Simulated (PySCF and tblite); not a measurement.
Values are calculated unless marked as measured or tabulated.
## Dynamics report: rotation

System: C4H4BrNSe2, numbered as in [CH2:1]=[C:2]([Br:3])[Se:4][Se:5][CH2:6][C:7]#[N:8].

Motion: rotation about the Se4–Se5 bond (torsion C2–Se4–Se5–C6 from 92° to 270°, rising). The path came from a restrained scan, a climbing-image band and a saddle search at GFN2-xTB; energies are PBE0/pcSseg-1 + D3(BJ), IEF-PCM dichloromethane//GFN2-xTB, thermal terms GFN2-xTB. Rate constants are transition-state-theory values, counting equivalent paths, without tunnelling. Programs: tblite and PySCF.

```json
{"point": "start", "symmetry": "C1", "E(GFN2) kcal/mol": "0.0", "E(DFT) kcal/mol": "0.0", "ZPE change kcal/mol": "0.00", "lowest mode cm⁻¹": "16", "dipole D": "4.34"}
{"point": "saddle", "symmetry": "C1", "E(GFN2) kcal/mol": "4.2", "E(DFT) kcal/mol": "7.9", "ZPE change kcal/mol": "-0.07", "lowest mode cm⁻¹": "19i", "dipole D": "5.10"}
{"point": "end", "symmetry": "C1", "E(GFN2) kcal/mol": "1.1", "E(DFT) kcal/mol": "-0.1", "ZPE change kcal/mol": "-0.06", "lowest mode cm⁻¹": "18", "dipole D": "5.83"}
```

| Property | Result |
| --- | --- |
| Electronic barrier | 7.9 kcal/mol |
| Barrier with zero-point energy | 7.8 kcal/mol |
| ΔH‡ (298 K) | 7.3 kcal/mol |
| ΔS‡ (298 K, symmetry apart) | -4.2 cal/(mol K) |
| Paths | 1 equivalent path |
| End point | a different minimum |
| Mean lifetime of the start against this motion at 298 K | 310 ns |
| Cost | 3.1 min on 1 thread of Arm Neoverse V1, on a host shared with other jobs (rough), peak memory 1.2 GiB, launched as `OMP_NUM_THREADS=1 python ens_run.py task.json out` |

| T/K | ΔG‡ kcal/mol | k s⁻¹ | ΔG kcal/mol | k back s⁻¹ |
| --- | --- | --- | --- | --- |
| 200 | 8.2 | 4110 | -0.2 | 2550 |
| 250 | 8.4 | 2.4×10⁵ | -0.2 | 1.6×10⁵ |
| 298 | 8.6 | 3.2×10⁶ | -0.2 | 2.3×10⁶ |
| 350 | 8.8 | 2.5×10⁷ | -0.2 | 1.8×10⁷ |
| 400 | 9.0 | 1.1×10⁸ | -0.2 | 8.1×10⁷ |

ΔG and ΔG‡ leave out symmetry numbers and mirror images; rates count paths: 1 out, 1 back.

Spin–orbit effects of heavy atoms on shieldings are missing.
